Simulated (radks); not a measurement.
The numbers below are computed, except where a source is named.
Spherical quantum dot in the effective-mass picture: electrons in a parabolic well V = omega^2 r^2 / 2 with omega = 3.97, all in effective atomic units (hartree* = m*/eps^2 hartree, bohr* = eps/m* bohr), one dielectric constant everywhere. Level of theory: non-relativistic Kohn-Sham, PBE, spin-polarised, spherical densities (a radial shooting solver with Libxc functionals). Levels are named by radial order and angular momentum (1s, 1p, 1d, 2s, ...), and open shells are averaged over m. Results are scaled to m* = 0.11 and eps = 11.3, for which hartree* = 23.44 meV and bohr* = 5.436 nm.

N = 26, configuration 1s2 1p6 1d10 2s2 1f(up 6, down 0). This is the lowest configuration that the search found. Occupied and some empty levels:

level,occupation,eigenvalue (meV),<r> (nm)
1s up,1,712.60,4.015
1s down,1,714.17,3.967
1p up,3,767.75,5.157
1p down,3,770.65,5.117
1d up,5,827.13,5.985
1d down,5,830.92,5.962
2s up,1,834.41,5.349
2s down,1,837.34,5.364
1f up,6,890.54,6.649
1f down,0,894.80,6.641
2p up,0,902.59,6.039
2p down,0,905.35,6.058
1g up,0,957.58,7.216
1g down,0,961.97,7.222
2d up,0,973.08,6.687
2d down,0,975.74,6.704

Energy (meV): total 14807.9, kinetic 2804.2, external 5879.3, Hartree 6723.6, exchange-correlation -599.09.

Electron density:

r (nm),n(r) (e/nm^3)
0.241,0.02260
1.15,0.02034
2.05,0.01720
2.96,0.01578
3.87,0.01627
4.77,0.01643
5.68,0.01423
6.59,0.009880
7.50,0.005320
8.40,0.002191
9.31,0.0006953
10.2,0.0001681
11.1,0.00003112
12.0,4.407e-06
